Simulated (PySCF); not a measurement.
SMILES C[C@H]1CC[C@@H]1CBr, C6H11Br

Molfile (atoms numbered from 1):
```
C6H11Br
     RDKit          3D

 18 18  0  0  0  0  0  0  0  0999 V2000
   -1.5500   -1.4086    0.0722 C   0  0  0  0  0  0  0  0  0  0  0  0
   -0.6288   -0.3223   -0.4495 C   0  0  1  0  0  0  0  0  0  0  0  0
   -1.0840    1.1360   -0.2525 C   0  0  0  0  0  0  0  0  0  0  0  0
    0.2977    1.4833    0.3212 C   0  0  0  0  0  0  0  0  0  0  0  0
    0.6328   -0.0164    0.3910 C   0  0  2  0  0  0  0  0  0  0  0  0
    1.9448   -0.4502   -0.2151 C   0  0  0  0  0  0  0  0  0  0  0  0
    3.4534    0.2161    0.8406 Br  0  0  0  0  0  0  0  0  0  0  0  0
   -1.7993   -1.2310    1.1164 H   0  0  0  0  0  0  0  0  0  0  0  0
   -2.4735   -1.4247   -0.5028 H   0  0  0  0  0  0  0  0  0  0  0  0
   -1.0773   -2.3857   -0.0093 H   0  0  0  0  0  0  0  0  0  0  0  0
   -0.3702   -0.5283   -1.4911 H   0  0  0  0  0  0  0  0  0  0  0  0
   -1.3760    1.6707   -1.1533 H   0  0  0  0  0  0  0  0  0  0  0  0
   -1.8803    1.2227    0.4836 H   0  0  0  0  0  0  0  0  0  0  0  0
    0.9292    2.0205   -0.3848 H   0  0  0  0  0  0  0  0  0  0  0  0
    0.3038    2.0154    1.2697 H   0  0  0  0  0  0  0  0  0  0  0  0
    0.5466   -0.4087    1.4067 H   0  0  0  0  0  0  0  0  0  0  0  0
    2.0792   -0.0467   -1.2187 H   0  0  0  0  0  0  0  0  0  0  0  0
    2.0430   -1.5356   -0.2361 H   0  0  0  0  0  0  0  0  0  0  0  0
  1  2  1  0
  2  3  1  0
  3  4  1  0
  4  5  1  0
  5  6  1  0
  6  7  1  0
  5  2  1  0
  1  8  1  0
  1  9  1  0
  1 10  1  0
  2 11  1  6
  3 12  1  0
  3 13  1  0
  4 14  1  0
  4 15  1  0
  5 16  1  1
  6 17  1  0
  6 18  1  0
M  END
```

The calculation used PySCF, TDDFT B3LYP/def2-SVPD circular dichroism and optical rotation, one conformer, gas phase. Geometry: GFN2-xTB.

The molecule is flexible and this is one conformer; a measurement averages over conformers. The calculation is non-relativistic, which matters for the atoms heavier than Zn. States above about 7.5 eV (minus the energy of the highest occupied orbital) lie near or above the ionisation threshold and depend on the basis.

Problem. Assign R or S to each stereocentre.

Solution. C2 S, C5 S.

Problem. List the lowest 8 singlet excitations with oscillator and rotatory strengths.

Solution. Rotatory strengths R in 10⁻⁴⁰ esu² cm², velocity form and length form (origin at the centre of mass); f in length form.
| state | E (eV) | λ (nm) | f | R (velocity) | R (length) | main |
| --- | --- | --- | --- | --- | --- | --- |
| 1 | 5.98 | 207 | 0.006 | +1.2 | +0.7 | HOMO→LUMO 0.93 |
| 2 | 6.00 | 207 | 0.002 | +0.5 | +1.0 | HOMO−1→LUMO 0.93 |
| 3 | 7.14 | 174 | 0.026 | -20.5 | -21.3 | HOMO→LUMO+1 0.65, HOMO−2→LUMO 0.18 |
| 4 | 7.15 | 173 | 0.038 | +37.6 | +38.1 | HOMO−2→LUMO 0.53, HOMO−1→LUMO+1 0.16 |
| 5 | 7.19 | 172 | 0.025 | -23.1 | -24.2 | HOMO−1→LUMO+1 0.58, HOMO−1→LUMO+3 0.15 |
| 6 | 7.28 | 170 | 0.110 | -11.6 | -11.7 | HOMO−3→LUMO 0.77, HOMO−2→LUMO 0.12 |
| 7 | 7.46 | 166 | 0.006 | +7.3 | +7.6 | HOMO→LUMO+2 0.74, HOMO→LUMO+3 0.22 |
| 8 | 7.54 | 165 | 0.023 | +32.0 | +32.0 | HOMO−1→LUMO+2 0.34, HOMO→LUMO+3 0.32 |

Among the states computed, the strongest CD band (largest |R|) is state 4. The largest dissymmetry factor in size, g = 4R/(D+G), with D and G the electric and magnetic dipole strengths, is +0.016 for state 8 (velocity form, f = 0.023), among bands with |R| over 0.5. The mirror image has the same energies and oscillator strengths and all R with the opposite sign.
